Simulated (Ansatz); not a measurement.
Start from `Cl[CH]([GeH3])Br` and change one atom or group to get `FC(Cl)Br`.

Ansatz, PBE0-D4/def2-TZVP geometries, multiplicity 1. 

Scalar relativity is left out up to krypton. Spin–orbit coupling is left out; it splits and shifts lone-pair levels of the heavy atoms by tenths of an eV.

```csv
property,`Cl[CH]([GeH3])Br`
LUMO energy (ωB97M-V/def2-TZVPP) / eV,1.18
HOMO energy (B3LYP/def2-TZVPP) / eV,-7.67
LUMO energy (PBE/def2-TZVPP) / eV,-1.85
LUMO energy (PBE0/def2-TZVPP) / eV,-0.87
"ideal-gas entropy at 298 K and 1 bar (rigid rotor, harmonic PBE0-D4/def2-TZVP) / J/(mol·K)",352
zero-point energy (PBE0-D4/def2-TZVP) / kJ/mol,109.8
```

(1) Give the same properties after the change, and the shifts. (Best estimate.)

## Answers

(1) Ansatz gave: 
```csv
property,`FC(Cl)Br`,shift
LUMO energy (ωB97M-V/def2-TZVPP) / eV,1.22,0.04
HOMO energy (B3LYP/def2-TZVPP) / eV,-8.34,-0.67
LUMO energy (PBE/def2-TZVPP) / eV,-1.94,-0.09
LUMO energy (PBE0/def2-TZVPP) / eV,-0.93,-0.06
"ideal-gas entropy at 298 K and 1 bar (rigid rotor, harmonic PBE0-D4/def2-TZVP) / J/(mol·K)",305,-47
zero-point energy (PBE0-D4/def2-TZVP) / kJ/mol,55.4,-54.4
```

With PBE0 the HOMO falls by 0.71 eV and the LUMO falls by 0.06 eV, so the gap widens by about 0.65 eV. PBE moves the HOMO by -0.62 eV and ωB97M-V by -0.76 eV. The zero-point energy changes by -54.4 kJ/mol with -9 modes.

B3LYP here is the variant with VWN-RPA as its local correlation; programs differ in this.
